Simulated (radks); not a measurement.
Ionisation ladder of osmium, from Os XXIII to Os XLIV. Each ion is in the ground configuration listed by NIST, and IE = E(next ion) - E(this ion). All-electron calculation, Dirac Kohn-Sham, PBE, spin-unpolarised, spherical densities, finite nucleus; open shells fill j = l - 1/2 first; Fermi nuclear charge, rms radius 5.4126 fm. Program: a radial shooting solver on a logarithmic mesh with Libxc functionals.

species         configuration  E (hartree)  IE, Delta-SCF (eV)  -e(HOMO) (eV)   HOMO  IE, NIST (eV)    kind  error (eV)
Os XXIII        [Kr] 4d10 4f8  -17078.8202              645.00         622.00  4f7/2            670  theory       -25.0
Os XXIV         [Kr] 4d10 4f7  -17055.1168              691.79         668.20  4f7/2            720  theory       -28.2
Os XXV          [Kr] 4d10 4f6  -17029.6939              744.04         719.71  4f5/2            770  theory       -26.0
Os XXVI         [Kr] 4d10 4f5  -17002.3511              793.45         768.55  4f5/2            820  theory       -26.6
Os XXVII        [Kr] 4d10 4f4  -16973.1924              844.00         818.53  4f5/2            870  theory       -26.0
Os XXVIII       [Kr] 4d10 4f3  -16942.1762              895.66         869.64  4f5/2            920  theory       -24.3
Os XXIX         [Kr] 4d10 4f2  -16909.2611              948.43         921.87  4f5/2            970  theory       -21.6
Os XXX          [Kr] 4d10 4f1  -16874.4068              1002.3         975.18  4f5/2           1015  theory       -12.7
Os XXXI             [Kr] 4d10  -16837.5733              1262.5         1236.5  4d5/2           1262  theory        +0.5
Os XXXII             [Kr] 4d9  -16791.1776              1314.8         1288.6  4d5/2           1311  theory        +3.8
Os XXXIII            [Kr] 4d8  -16742.8584              1367.8         1341.2  4d5/2           1364  theory        +3.8
Os XXXIV             [Kr] 4d7  -16692.5936              1421.3         1394.4  4d5/2           1420  theory        +1.3
Os XXXV              [Kr] 4d6  -16640.3614              1475.4         1448.3  4d5/2           1474  theory        +1.4
Os XXXVI             [Kr] 4d5  -16586.1404              1530.1         1502.7  4d5/2           1528  theory        +2.1
Os XXXVII            [Kr] 4d4  -16529.9095              1607.6         1579.4  4d3/2           1606  theory        +1.6
Os XXXVIII           [Kr] 4d3  -16470.8328              1664.2         1635.8  4d3/2           1660  theory        +4.2
Os XXXIX             [Kr] 4d2  -16409.6747              1721.4         1692.7  4d3/2           1720  theory        +1.4
Os XL                [Kr] 4d1  -16346.4151              1779.1         1750.2  4d3/2           1776  theory        +3.1
Os XLI                   [Kr]  -16281.0342              2000.3         1972.0  4p3/2           1996  theory        +4.3
Os XLII     [Ar] 3d10 4s2 4p5  -16207.5253              2057.0         2028.6  4p3/2           2052  theory        +5.0
Os XLIII    [Ar] 3d10 4s2 4p4  -16131.9315              2114.0         2085.5  4p3/2           2112  theory        +2.0
Os XLIV     [Ar] 3d10 4s2 4p3  -16054.2438              2171.2         2142.5  4p3/2           2168  theory        +3.2

Reference values: NIST Atomic Spectra Database (exp. = measured, semi-emp. = semi-empirical, theory = theoretical value adopted there). The ionisation energy per charge of the ion left behind rises most, in proportion, at Os XXXI ([Kr] 4d10), from 33.410 to 40.726 eV. Spin polarisation and multiplet splitting are left out, so open shells lie too high by an amount that depends on their filling.

Beside tabulated values, note that spin-unpolarised runs miss the spin-polarisation part of the exchange energy of open shells.
